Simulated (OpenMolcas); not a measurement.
**C+: CASPT2 settings compared**

```yaml
Program: OpenMolcas
Basis: ANO-RCC-VDZP [3s2p1d]
Scalar_Hamiltonian: DKH2, point nucleus
Active_space: 3 electrons in 4 orbitals (2s 2p)
State_averaging: 2S+1 = 4 odd, 1 root (0 in the spin-orbit step); 2S+1 = 2 odd, 3 roots; 2S+1 = 4 even, 3 roots; 2S+1 = 2 even, 5 roots
Spin-orbit_coupling: state interaction with AMFI integrals over the reference wave functions, term energies averaged over their components
```

Methods on the same reference wave functions:
A. CASSCF
B. SS-CASPT2, IPEA 0.1 Eh, real shift 0.05 Eh (closed shells correlated: 1s)
C. SS-CASPT2, IPEA 0.35 Eh, sigma1 regulariser 0.5 Eh (closed shells correlated: none)
D. SS-CASPT2, IPEA 0.6 Eh, sigma2 regulariser 0.2 Eh (closed shells correlated: none)

Energies in cm⁻¹ above 2s² 2p ²P°_1/2, the measured ground level; measured values from NIST Handbook of Basic Atomic Spectroscopic Data.

| Level | A | B | C | D | Measured |
| --- | --- | --- | --- | --- | --- |
| 2s² 2p ²P°_1/2 | 0.0 | 0.0 | 0.0 | 0.0 | 0.0 |
| 2s² 2p ²P°_3/2 | 61.5 | 61.5 | 61.5 | 61.5 | 63.4 |
| 2s 2p² ⁴P_1/2 | 38031 | 40951 | 40672 | 40401 | 43003 |
| 2s 2p² ⁴P_3/2 | 38052 | 40973 | 40693 | 40422 | 43025 |
| 2s 2p² ⁴P_5/2 | 38088 | 41008 | 40729 | 40458 | 43054 |
| 2s 2p² ²D_3/2 | 81248 | 76131 | 76908 | 77351 | 74933 |
| 2s 2p² ²D_5/2 | 81248 | 76131 | 76908 | 77351 | 74930 |

Deviations, from unrounded energies. A percentage is the sum of absolute deviations over the sum of measured energies, with the sign that they share, or ± where signs differ.

```json
{"Against measurement": "mean absolute deviation (cm-1)", "Levels": "6", "A": "4600", "B": "1400", "C": "1800", "D": "2100"}
{"Against measurement": "fine structure of the ground term (%)", "Levels": "1", "A": "-3.1", "B": "-3.1", "C": "-3.1", "D": "-3.1"}
{"Against measurement": "other configurations (%)", "Levels": "5", "A": "±9.9", "B": "±3.1", "C": "±3.9", "D": "±4.5"}
```

B lies closest to measurement on these levels and A furthest from it. The largest miss of B in the table is 2s 2p² ⁴P_3/2, by -2100 cm-1. The ranking rests on the paired levels alone, and a cruder setting can come out closer through cancelling errors.

Among B to D the level of the table that moves most is 2s 2p² ²D_3/2, by 1200 cm-1 (lowest in B, highest in D).

The lowest spin-free term lies below A's lowest term by 0.028 hartree in B, 0.024 hartree in C, 0.022 hartree in D.

Without dynamic correlation excited terms often stand tens of per cent too high (terms of higher spin than the ground term too low), and those without a measured partner can miss by more than the paired ones (holds for A). Computed and measured levels are paired by configuration, term and J; levels that our copy of the source lacks, or whose pairing is in doubt (as where it misses far off the trend of its configuration), stay unpaired and out of the deviations. Levels of configurations outside the active space are missing.

° marks odd parity.
